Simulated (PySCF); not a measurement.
Compound: C6H8OS.
Atom-mapped SMILES: `[CH3:1][S:2][CH2:3][c:4]1[cH:5][cH:6][cH:7][o:8]1` (hydrogens: H9, H10, H11 on C1; H12, H13 on C3; H14 on C5; H15 on C6; H16 on C7)

The geometry is computed with GFN2-xTB (gas phase).

Problem. List the bond lengths, angles and torsions at this level.

Solution. 
| bond | length (pm) | order |
| --- | --- | --- |
| C1–S2 | 181.3 | single |
| S2–C3 | 184.0 | single |
| C3–C4 | 147.8 | single |
| C4–C5 | 136.5 | aromatic |
| C5–C6 | 141.5 | aromatic |
| C6–C7 | 135.9 | aromatic |
| C7–O8 | 134.4 | aromatic |
| C4–O8 | 135.3 | aromatic |
| C1–H9, C1–H10, C1–H11 | 108.6 | single |
| C3–H12, C3–H13 | 108.9 | single |
| C5–H14 | 107.0 | single |
| C6–H15 | 107.0 | single |
| C7–H16 | 107.2 | single |

Bonds in one row agree within 1 pm and their mean is given. Orders are formal, as drawn. A selection of angles:
| angle | degrees |
| --- | --- |
| C1–S2–C3 | 99.2 |
| S2–C3–C4 | 111.9 |
| C3–C4–C5 | 131.6 |
| C3–C4–O8 | 118.4 |
| C5–C4–O8 | 109.9 |
| C4–C5–C6 | 106.2 |
| C5–C6–C7 | 106.0 |
| C6–C7–O8 | 110.7 |
| C4–O8–C7 | 107.2 |

Dihedral angles: C1–S2–C3–C4 63° (synclinal); S2–C3–C4–C5 75° (synclinal). The mirror-image conformer, all signs reversed, is as good.

S2 (sulfide sulfur) is bent (angle 99.2°). O8 (furan-type oxygen) is bent (angle 107.2°). The C–C distances run from 1.359 Å (C6–C7, aromatic) to 1.478 Å (C3–C4, drawn single), a spread of 0.119 Å. The 5-membered ring C4–C5–C6–C7–O8 has internal angles of 106.0° to 110.7° (sum 540°, against 540° for a flat polygon); it is planar, 0.00 Å rms from its mean plane, widest ring torsion 0°. The C–S distances run from 1.813 Å (C1–S2, drawn single) to 1.840 Å (S2–C3, drawn single), a spread of 0.027 Å. Of the pairs four or more bonds apart, C4···H10 is among the closest relative to their van der Waals radii: 2.80 Å, 97 % of the sum of Bondi's values.

Point group: C1 (no symmetry element, even within 0.4 Å). Whether it is a minimum is left open (no frequencies). The numbers are those of one conformer.
